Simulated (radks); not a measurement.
The numbers below are computed, except where a source is named.
Valence configurations of the aluminium ion Al+ (all share [Ne]). Level of theory: scalar-relativistic Kohn-Sham, PBEsol, spin-polarised, spherical densities, point nucleus; open shells are filled with parallel spins first (a radial shooting solver on a logarithmic mesh with Libxc functionals). Energies are relative to 3s2; eigenvalues in eV for spin up.

| valence | E (eV) | moment (Bohr magnetons) | e(3p) | e(3s) |
|---|---|---|---|---|
| 3s2 | 0.000 | 0 | - | -14.774 |
| 3s1.5 3p0.5 | 2.578 | 1 | -9.852 | -15.691 |
| 3s1 3p1 | 4.562 | 2 | -10.440 | -16.402 |
| 3s0.5 3p1.5 | 7.547 | 2 | -10.748 | -16.725 |
| 3p2 | 10.539 | 2 | -11.037 | - |

NIST lists [Ne] 3s2 as the ground configuration; this level of theory agrees among the configurations tried. The energies are those of spherical high-spin densities, not of single terms.
